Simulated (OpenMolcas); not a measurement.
Mn4+.

| Quantity | Value |
| --- | --- |
| Program | OpenMolcas |
| Method | CASSCF |
| Basis | ANO-RCC-VQZP [7s6p4d3f2g1h] |
| Scalar Hamiltonian | DKH2, point nucleus |
| Active space | 3 electrons in 5 orbitals (3d) |
| State averaging | 2S+1 = 4 even, 10 roots; 2S+1 = 2 even, 40 roots |
| Spin-orbit coupling | RASSI with atomic mean-field integrals over the reference wave functions, term energies averaged over their components |

Levels without dynamic correlation, in cm⁻¹ above 3d³ ⁴F_3/2:

| Level | E |
| --- | --- |
| 3d³ ²G_7/2 | 21100 |
| 3d³ ⁴P_1/2 | 20586 |
| 3d³ ²P_1/2 | 27795 |
| 3d³ ²H_9/2 | 27857 |
| 3d³ ²D_3/2(1) [66 %] | 30397 |
| 3d³ ²F_7/2 | 47806 |

On this reference, MS-CASPT2, IPEA 0.25 Eh, imaginary shift 0.1 Eh (closed shells correlated: 3s 3p) puts 3d³ ²G_7/2 at 17830 cm⁻¹.

Q: Estimate the other levels at that method by one scale factor, and say how well it serves.

A: The factor is 17830 / 21100 = 0.845. Scaled values beside those that MS-CASPT2 gives and measured ones (Corliss and Sugar, J. Phys. Chem. Ref. Data 6, 1253 (1977)):
| Level | Scaled | MS-CASPT2 | Miss (%) | Measured |
| --- | --- | --- | --- | --- |
| 3d³ ⁴P_1/2 | 17395 | 17050 | +2.0 | 16434 |
| 3d³ ²P_1/2 | 23487 | 23380 | +0.5 | 23082 |
| 3d³ ²H_9/2 | 23539 | 25160 | -6.4 | 24975 |
| 3d³ ²D_3/2(1) [66 %] | 25685 | 25010 | +2.7 | 24670 |
| 3d³ ²F_7/2 | 40396 | 41120 | -1.8 | 40423 |
For these levels the scaled values miss MS-CASPT2 by up to 6.4 %, as correlation changes each term by its own factor, spin-orbit parts do not scale and CASPT2 has its own spread within terms. This holds within one configuration; levels of others move differently, and the target method has errors of its own against measurement.

CASPT2 does not keep the components of a term degenerate, so their means are used; among the terms shown or strongly mixed into the levels shown the widest spread is 1000 cm-1 (3d³ ⁴F, MS-CASPT2). Without dynamic correlation excited terms often stand tens of per cent too high (terms of higher spin than the ground term too low), and those without a measured partner can miss by more than the paired ones (holds for CASSCF). Computed and measured levels are paired by configuration, term and J; levels that our copy of the source lacks, or whose pairing is in doubt (as where it misses far off the trend of its configuration), stay unpaired and out of the deviations. Only configurations of the active space appear.

A share in square brackets marks a mixed level and gives the weight of the term that names it, the lowest over the columns. A number in round brackets counts repeated terms of one configuration in the order of the reference energies.
